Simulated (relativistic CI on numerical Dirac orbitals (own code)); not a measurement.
## One change at a time: Au11+

Base calculation: Dirac-Coulomb-Breit CI, KLI orbitals optimised for each configuration, QED by a radiative potential, unscaled Slater integrals.

Configurations in the expansion (outside the closed core [Kr] 4d10): 4f14.5s2.5p6, 4f14.5s2.5p5.5d, 4f14.5s.5p6.5d, 4f14.5s2.5p5.5f, 4f13.5s2.5p6.5d, 4f14.5s2.5p5.5g, 4f14.5s2.5p5.6s, 4f14.5s.5p6.5f, 4f14.5s2.5p5.6p, 4f14.5s.5p6.5g, 4f14.5p6.5d2, 4f14.5p5.5d3, 4f14.5p5.5d2.5f, 4f13.5p6.5d3, 4f14.5p5.5d2.5g, 4f14.5p5.5d2.6s. Double excitations out of closed p, d and f shells are left out; levels of such configurations are missing from the list, as are those of other unlisted configurations, and high levels can miss mixing partners. These lack a partner that the ground configuration has and come out too high: 4f14.5s2.5p5.6p.

The lowest level and the first level of each name with at least 55 % of one term (blank where a level has no safe partner in the second run):

```
                Level  Base (cm⁻¹)  Shift (cm⁻¹)
    4f14.5s2.5p6 1S_0            0             0
4f14.5s2.5p5.5d 3P°_0       442438        -12532
4f14.5s2.5p5.5d 3P°_1       453316        -23410
4f14.5s2.5p5.5d 3F°_3       467032        -25357
4f14.5s2.5p5.5d 3F°_4       478147        -36471
4f14.5s2.5p5.5d 3D°_3       504988        -36309
4f14.5s2.5p5.5d 3D°_1       549167        -80488
4f14.5s2.5p5.5d 3F°_2       619469              
4f14.5s2.5p5.5d 1P°_1       696029       -107321
4f14.5s2.5p5.6s 3P°_2       791136        +60125
4f14.5s2.5p5.6s 1P°_1       797613              
4f13.5s2.5p6.5d 3P°_2       800763       +126216
4f13.5s2.5p6.5d 3P°_1       828253        +98726
4f13.5s2.5p6.5d 3H°_6       829558       +107842
4f13.5s2.5p6.5d 3H°_4       836268              
4f13.5s2.5p6.5d 3G°_5       843033              
4f13.5s2.5p6.5d 3P°_0       849294        +77685
4f13.5s2.5p6.5d 3G°_3       851045       +101591
4f13.5s2.5p6.5d 3D°_1       858302        +85711
4f13.5s2.5p6.5d 1P°_1       869790        +96910
  4f14.5s.5p6.5d 3D_1       947339       -188526
4f14.5s2.5p5.6s 3P°_0       951876       -100615
```

At this charge energies of transitions that change n are usually good to better than 1 %, and those within a shell (Δn = 0) to a few per cent. Levels and lines within the n = 5 or 6 shells can be off by up to 10 % or somewhat more, and those that change n by about 2 %, since core polarisation is missing.

(1) One thing was changed in a second run, which moved the levels as shown. Which?
A. non-relativistic limit
B. configuration mixing switched off
C. Breit term removed
D. QED terms removed

Answers

(1) A. Non-relativistic limit. Without relativity the fine structure collapses and s electrons lose their extra binding.

LS names give the leading component of a level, which can be under half, so a name can repeat, a term be missing and a line seem to break the LS rules.
